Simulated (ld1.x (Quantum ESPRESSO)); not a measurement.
## Reading a pseudo-wave (fluorine (F))

Columns: radius, all-electron u(r) and pseudo u(r) of the 2p shell (level -11.70 eV) of fluorine in the configuration [He] 2s1 2p6; LDA (PZ), scalar-relativistic, TM scheme, ld1.x (Quantum ESPRESSO) 7.5.

```tsv
r (bohr)	all-electron	pseudo
0.062	0.0627	0.0243
0.125	0.1964	0.0959
0.188	0.3472	0.2066
0.250	0.4874	0.3414
0.312	0.6085	0.4870
0.375	0.7085	0.6303
0.438	0.7851	0.7554
0.500	0.8396	0.8512
0.562	0.8759	0.9161
0.625	0.8971	0.9513
0.688	0.9053	0.9602
0.750	0.9031	0.9500
0.812	0.8931	0.9277
0.875	0.8766	0.8985
0.938	0.8553	0.8670
1.000	0.8310	0.8361
1.062	0.8043	0.8059
1.125	0.7755	0.7758
1.188	0.7457	0.7458
1.250	0.7160	0.7160
1.312	0.6861	0.6861
1.375	0.6560	0.6560
1.438	0.6263	0.6263
1.500	0.5977	0.5977
1.562	0.5699	0.5699
1.625	0.5424	0.5424
```

Problem. How many radial nodes do the two functions have?

Solution. The all-electron 2p function has n − l − 1 = 0; the pseudo-wave has 0.

Problem. At about which radius was the pseudo-wave matched?

Solution. 1.25 bohr. The columns agree to 0.0005 from 1.12 bohr on; several derivatives are matched, so the curves merge somewhat inside the radius.

Problem. Is the pseudo-wave norm-conserving?

Solution. Yes: the TM scheme keeps the norm inside the radius equal to the all-electron one, which fixes the energy derivative of the logarithmic derivative at the level.
